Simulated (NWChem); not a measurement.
Molecule: C3H4FNSi; SMILES [SiH3]/C(=C/C#N)F

```xyz
10

N     -0.0480    -3.2263     0.0000
C     -0.3425    -2.1043     0.0000
C     -0.7304    -0.7353     0.0000
C      0.1498     0.2822     0.0000
F      1.4544     0.0170     0.0000
Si    -0.2860     2.1268     0.0000
H     -1.8001    -0.5111     0.0000
H     -1.7714     2.2335     0.0000
H      0.2970     2.7545     1.2187
H      0.2970     2.7545    -1.2187
```
Atoms are numbered in this order, from 1.

Level: PBE0/def2-SVP (NWChem), optimised geometry, unscaled harmonic frequencies. 

### Question
List the harmonic frequencies with IR intensities, and the thermochemistry.

### Answer
```json
[
 {"frequency (cm⁻¹)": "106", "IR intensity (km/mol)": "1.5"},
 {"frequency (cm⁻¹)": "126", "IR intensity (km/mol)": "3.3"},
 {"frequency (cm⁻¹)": "141", "IR intensity (km/mol)": "2.8"},
 {"frequency (cm⁻¹)": "222", "IR intensity (km/mol)": "0.0"},
 {"frequency (cm⁻¹)": "367", "IR intensity (km/mol)": "13.9"},
 {"frequency (cm⁻¹)": "391", "IR intensity (km/mol)": "0.1"},
 {"frequency (cm⁻¹)": "472", "IR intensity (km/mol)": "4.0"},
 {"frequency (cm⁻¹)": "587", "IR intensity (km/mol)": "10.2"},
 {"frequency (cm⁻¹)": "644", "IR intensity (km/mol)": "38.4"},
 {"frequency (cm⁻¹)": "694", "IR intensity (km/mol)": "37.3"},
 {"frequency (cm⁻¹)": "830", "IR intensity (km/mol)": "8.7"},
 {"frequency (cm⁻¹)": "846", "IR intensity (km/mol)": "17.2"},
 {"frequency (cm⁻¹)": "910", "IR intensity (km/mol)": "262.1"},
 {"frequency (cm⁻¹)": "927", "IR intensity (km/mol)": "43.2"},
 {"frequency (cm⁻¹)": "943", "IR intensity (km/mol)": "41.1"},
 {"frequency (cm⁻¹)": "1017", "IR intensity (km/mol)": "8.3"},
 {"frequency (cm⁻¹)": "1152", "IR intensity (km/mol)": "67.9"},
 {"frequency (cm⁻¹)": "1334", "IR intensity (km/mol)": "47.4"},
 {"frequency (cm⁻¹)": "1711", "IR intensity (km/mol)": "35.4"},
 {"frequency (cm⁻¹)": "2256", "IR intensity (km/mol)": "50.4"},
 {"frequency (cm⁻¹)": "2266", "IR intensity (km/mol)": "74.8"},
 {"frequency (cm⁻¹)": "2272", "IR intensity (km/mol)": "79.5"},
 {"frequency (cm⁻¹)": "2391", "IR intensity (km/mol)": "18.2"},
 {"frequency (cm⁻¹)": "3228", "IR intensity (km/mol)": "6.6"}
]
```

```
Quantity                                                                           Result
-----------------------------------------------------------------------  ----------------
zero-point energy                                                           36.9 kcal/mol
thermal correction to the enthalpy at 298.15 K (with zero-point energy)     42.0 kcal/mol
heat capacity Cv                                                         24.1 cal/(mol K)
entropy at 298.15 K and 1 atm (symmetry number 1)                        83.2 cal/(mol K)
dipole moment                                                                      4.67 D
```

Rigid rotor and harmonic oscillator.
